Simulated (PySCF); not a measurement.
Sn(F)(I)3, FI3Sn, SMILES [F][Sn]([I])([I])[I], B3LYP/def2-SVP optimised geometry.

```
5

F     -1.39    -2.06    -1.68
Sn    -0.84    -1.25     0.00
I     -1.86     1.25     0.00
I     -1.88    -2.80     1.95
I      1.86    -1.25     0.00
```

Density from PySCF 2.14.0 with B3LYP/def2-TZVP, def2 effective core potentials past Kr at that geometry. The core electrons that the potentials of I, Sn replace are not part of the density.

Minimum of the electron density along straight lines between bonded atoms, close to the bond critical point (lines longer than 1.1 times the sum of covalent radii, or with two minima, are not listed):

| bond | length / Å | ρ at the minimum / e bohr⁻³ | ∇²ρ there / e bohr⁻⁵ | position (fraction from the first atom) |
|---|---|---|---|---|
| F1–Sn2 | 1.942 | ? | ? | 0.48 |
| Sn2–I3 | 2.701 | 0.066 | 0.03 | 0.46 |
| Sn2–I4 | 2.701 | 0.066 | 0.03 | 0.46 |
| Sn2–I5 | 2.701 | 0.066 | 0.03 | 0.46 |

Question: What belongs in the gaps?

Answer: 
- F1–Sn2, ρ at the minimum / e bohr⁻³: 0.116
- F1–Sn2, ∇²ρ there / e bohr⁻⁵: 0.55
